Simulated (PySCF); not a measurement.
C₃H₄F₂Si. Atoms are numbered in the order given.

```xyz
10

F      2.3526     0.8130    -0.4902
C      1.6702    -0.3693    -0.4064
F      2.2015    -1.0959     0.6233
C      0.2411    -0.1222    -0.1768
C     -0.9657     0.0588    -0.0304
Si    -2.7677     0.3440     0.2142
H      1.8387    -0.9350    -1.3534
H     -3.5226    -0.2443    -0.9427
H     -3.0271     1.8207     0.2898
H     -3.2021    -0.3159     1.4906
```
Charge 0, spin multiplicity 1.

Geometry optimised at PBE-D3(BJ)/def2-SVP. This is a generated structure with no PubChem entry under its InChIKey; it may be hypothetical.

All values below come from PBE/pcSseg-1 in PySCF.

GIAO shieldings, no solvent; atoms alike by connectivity are averaged. δ = σ(ref) − σ: ¹⁹F against CFCl3 (σ = 133.6 ppm); ¹³C against TMS (σ = 182.0 ppm); ²⁹Si against TMS (σ = 335.4 ppm); ¹H against TMS (σ = 31.49 ppm), references at their B3LYP-D3(BJ)/def2-TZVP geometries, non-relativistic.

Computed chemical shifts:
```csv
nucleus,atoms,count,δ (ppm)
¹⁹F,"F1, F3",2,-138.4
¹³C,C2,1,116.5
¹³C,C4,1,109.8
¹³C,C5,1,90.8
²⁹Si,Si6,1,-97.3
¹H,H7,1,7.03
¹H,"H8, H9, H10",3,4.79
```
